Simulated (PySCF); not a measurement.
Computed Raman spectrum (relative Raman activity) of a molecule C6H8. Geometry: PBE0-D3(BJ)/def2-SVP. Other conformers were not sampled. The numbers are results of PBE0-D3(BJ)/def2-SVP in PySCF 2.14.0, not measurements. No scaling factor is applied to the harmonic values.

ν (cm⁻¹): 83 (w), 177 (w), 206 (w), 398 (vw), 550 (vw), 695 (vw), 701 (vw), 825 (w), 1097 (vw), 1101 (vw), 1303 (w), 1317 (w), 1427 (vw), 1463 (w), 1468 (w), 1743 (m), 2243 (vs), 3058 (s), 3062 (s), 3157 (m), 3164 (m), 3170 (s), 3175 (s), 3262 (s), 3491 (m) (against the strongest line: vs over 80 %, s over 45 %, m over 15 %, w over 4 %, vw less)

Problem. Identify the compound among the candidates.
A. CC#C/C=C/C
B. C=C/C=C/C=C
C. C=C=CC1CC1
D. C#C[C@H](C)C=C

Solution. D, C#C[C@H](C)C=C
